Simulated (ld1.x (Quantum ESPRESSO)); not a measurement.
La: one change to a TM potential, before and after

- Element: La (Z = 57)
- Generator: ld1.x (Quantum ESPRESSO) 7.5
- Type: norm-conserving Troullier–Martins (Kleinman–Bylander form)
- Functional: PBE
- Relativity: scalar-relativistic
- Frozen core: [Xe]
- Valence charge: 3
- Reference configuration: 4f0 5d1 6s1.5 6p0.5
- Partial waves: 6s (bound): rc 2.85 bohr; 6p (bound): rc 4.15 bohr; 4f (bound, empty): rc 1.25 bohr; 5d (bound): rc 2.85 bohr
- Local potential: the d channel
- Core correction: none

Change: all radii scaled by about 1.35 (s 3.86, p 5.62, d 3.86, f 1.70 bohr).

Cutoffs: the cutoffs (Ry, on a coarse ladder) from which the occupation-weighted sum of valence levels, in a spherical-Bessel basis at the reference potential, stays within 10 and 1 mRy of its value at 400 Ry; they do not see the model core or the augmentation charge, which bear on the density cutoff. Errors are all-electron minus pseudo energies relative to the spin-unpolarised reference configuration.

Problem. How do hardness, ghosts and transferability respond?

Solution. The potential gets softer (10 Ry and 18 Ry → 8 Ry and 12 Ry); both files keep a bound ghost (p, s); the number of tests that count goes from 6 to 5; of the 5 tests that both files solve, the error grows in 2 and shrinks in 1 by more than 15 % and 0.3 meV (median size 8.2 → 11.3 meV). A larger radius leaves more room for a smooth pseudo-wave, so fewer plane waves are needed.

| quantity | base | changed |
| --- | --- | --- |
| cutoff, loose | 10 Ry | 8 Ry |
| cutoff, tight | 18 Ry | 12 Ry |
| loose cutoff by channel (10 mRy a level) | s 8 Ry, p 6 Ry, d 10 Ry | s 6 Ry, p 6 Ry, d 8 Ry |
| bound ghosts | s, p | s, p |
| tests counted (converged, no solver errors) | 6 of 7 | 5 of 7 |
| error for 4f0 5d1 6s2 6p0, meV [ΔE -1.18 eV] | +1.1 | +0.2 |
| error for 4f0 5d1 6s1 6p0, meV [ΔE 4.79 eV] | -1.4 | -2.9 |
| error for 4f0 5d1 6s0 6p0, meV [ΔE 15.68 eV] | +196 | +168 |
| error for 4f0 5d1.5 6s1.5 6p0, meV [ΔE -0.83 eV] | +8.2 | +11 |
| error for 4f0 5d0 6s2 6p0, meV [ΔE 5.21 eV] | +225 | +197 |

Base: The cutoffs count occupied waves only; the empty 4f level needs 180 Ry at the loose tolerance. Tests not counted: 4f0 5d1 6s0 6p2 (solver errors, printed error -16.5 eV). Changed file: The cutoffs count occupied waves only; the empty 4f level needs 110 Ry at the loose tolerance. Tests not counted: 4f0 5d0 6s2 6p1 (solver errors, printed error -1.9 eV); 4f0 5d1 6s0 6p2 (solver errors, printed error -15.7 eV). A true bound ghost makes a file unfit for plane-wave use even where its test errors are small: the radial tests pick states by their node count and pass the ghost by. Where a test does run into it, the solver fails or the error is huge.
